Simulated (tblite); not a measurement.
`C=N[SiH2]CS[SiH2]` [radical] (doublet state). Computed geometry: GFN2-xTB, gas phase. This method treats the open shell by occupation alone, without spin polarisation.

```
atom  x, y, z in Å
C1    -2.3989    1.4358   -0.4384
N2    -2.0390    0.3483    0.0579
Si3   -0.6800   -0.2255    0.9300
C4     0.2443   -1.2882   -0.3513
S5     1.1753   -0.2789   -1.5698
Si6    2.9895    0.1309   -0.5409
H7    -1.8550    2.3789   -0.3449
H8    -3.3242    1.4757   -1.0086
H9    -1.2582   -1.0826    1.9594
H10    0.2778    0.7312    1.5035
H11   -0.4507   -1.8707   -0.9505
H12    0.9450   -1.9731    0.1197
H13    3.4731   -1.0665    0.1305
H14    2.9003    1.2842    0.3410
```

(1) Where is the centre of mass (commonest isotopes), and what is the radius of gyration?

(2) What is the repulsion energy of the bare nuclei, Σ ZA·ZB/RAB?

(3) Work out the bond lengths C1=N2, C4–S5, C4–H12, S5–Si6, Si6–H13 in bohr.

(4) How far apart are these pairs, which share no bond: C1···H10, N2···H12, C4···Si6, S5···H8, H8···H11, H10···H11?

(5) How far are the heavy atoms from their best plane (unweighted least squares)?

(6) Give the dihedral angles H11–C4–S5–Si6, H9–Si3–C4–H12, H10–Si3–C4–H11, H7–C1–N2–Si3, H8–C1–N2–Si3.

(7) What are the angles H7–C1–H8, H9–Si3–H10, N2–Si3–H9, C4–Si3–H10, S5–C4–H11, Si3–C4–H12, H13–Si6–H14?

(8) Write the matrix of distances between heavy atoms (Å, lower triangle).

Results:

(1) Mass 133.992 u; centre at (0.362, -0.038, -0.345) Å; Rg = √(Σ m r²/M) = 2.174 Å. As Ia + Ib + Ic = 2 Σ m r², the three principal moments sum to 1266.9 u·Å².

(2) 410.57 Eh over 91 pairs, with full nuclear charges and distances in bohr; the largest single term is 55.77 Eh (S5 with Si6).

(3) For C1=N2 the difference vector is (0.3599, -1.0875, 0.4963) Å, of length 1.2484 Å. 1 bohr = 0.529177 Å. C1=N2 2.359; C4–S5 3.469; C4–H12 2.054; S5–Si6 4.017; Si6–H13 2.750 bohr.

(4) C1···H10 3.381 Å (3 bonds apart); N2···H12 3.781 Å (3 bonds apart); C4···Si6 3.096 Å (2 bonds apart); S5···H8 4.862 Å (5 bonds apart); H8···H11 4.411 Å (5 bonds apart); H10···H11 3.650 Å (3 bonds apart).

(5) 0.589 Å rms; C1 0.13, N2 0.05, Si3 0.63, C4 0.71, S5 0.76, Si6 0.76 Å (magnitudes).

(6) H11–C4–S5–Si6 -156° (antiperiplanar); H9–Si3–C4–H12 -51° (synclinal); H10–Si3–C4–H11 -168° (antiperiplanar); H7–C1–N2–Si3 -4° (synperiplanar); H8–C1–N2–Si3 176° (antiperiplanar). Dihedral signs follow IUPAC: positive where, seen along the central bond, the front bond turns clockwise onto the rear one.

(7) From the scalar product of the two bond vectors; for H7–C1–H8 it is -0.5190 Å² over 1.0927 × 1.0876 Å², cos θ = -0.4367. H7–C1–H8 115.9°; H9–Si3–H10 111.4°; N2–Si3–H9 104.0°; C4–Si3–H10 108.0°; S5–C4–H11 104.7°; Si3–C4–H12 111.9°; H13–Si6–H14 113.1°.

(8) 
```
C1    0.000
N2    1.248  0.000
Si3   2.754  1.714  0.000
C4    3.797  2.839  1.904  0.000
S5    4.123  3.657  3.114  1.836  0.000
Si6   5.545  5.069  3.969  3.096  2.126  0.000
```

Its GFN2-xTB frequencies are all real (lowest 16 cm⁻¹). 3 starts were optimised and ended at 0.00, 0.90 and -38.07 kcal/mol (GFN2-xTB); the lowest of these is shown.

One conformer stands for the species.
